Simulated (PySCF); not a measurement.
A run for PySCF: R-B3LYP/LANL2DZ on H2S (SMILES S).

```python
from pyscf import gto, scf, dft, mp
from pyscf.data.elements import chemcore

mol = gto.M(
    atom='''
    S    -0.09462111    0.07228081    0.10211770
    H     0.05622807    1.40178412    0.21974022
    H    -1.39045405    0.12642748    0.45124834
    ''',
    basis='lanl2dz',
    ecp={'S': 'lanl2dz'},
    charge=0, spin=0, verbose=3, max_memory=1800)
mf = dft.RKS(mol, xc='b3lyp')
mf.conv_tol = 1e-8
mf.max_cycle = 100
mf.kernel()
if not mf.converged:
    mf = mf.newton().run(mf.mo_coeff, mf.mo_occ)
```

Q: Predict the final total energy.

A: -11.2885 hartree.
